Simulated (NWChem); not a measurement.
# InSiH₅; SMILES [SiH3][InH2]

All runs: NWChem. Structure relaxed at the PBE0/def2-SVP level. def2 effective core potentials on In; no spin-orbit coupling.

### Question
Predict the results for PBE/def2-SVP (core potentials). Quantities: highest occupied level (eV); orbital gap (eV); dipole (D).

### Answer
```
Property                     Result
---------------------------  ------
highest occupied level (eV)   -6.33
orbital gap (eV)               3.49
dipole (D)                     0.15
```
